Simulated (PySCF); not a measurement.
SMILES B(O)(O)[SiH2]Cl (CAM-B3LYP/def2-SVP optimised geometry):

```
9

O     -0.024    -1.888     0.000
B      0.656    -0.717     0.000
O      2.007    -0.717     0.000
Si    -0.362     1.037     0.000
Cl    -2.374     0.420     0.013
H     -0.985    -1.763     0.001
H      2.374    -1.613    -0.001
H     -0.161     1.878    -1.210
H     -0.147     1.888     1.200
```

Method: CAM-B3LYP/def2-TZVP in PySCF 2.14.0.

### Question
What are the frontier orbital energies and the dipole moment?

### Answer
HOMO-2 -11.17 eV, HOMO-1 -10.36 eV, HOMO -9.73 eV, LUMO 0.70 eV, LUMO+1 0.85 eV; dipole moment 1.11 D.

Meta-Löwdin charges at CAM-B3LYP/def2-TZVP: O1 -0.51, B2 0.28, O3 -0.51, Si4 0.55, Cl5 -0.34, H6 0.36, H7 0.35, H8 -0.08, H9 -0.08.
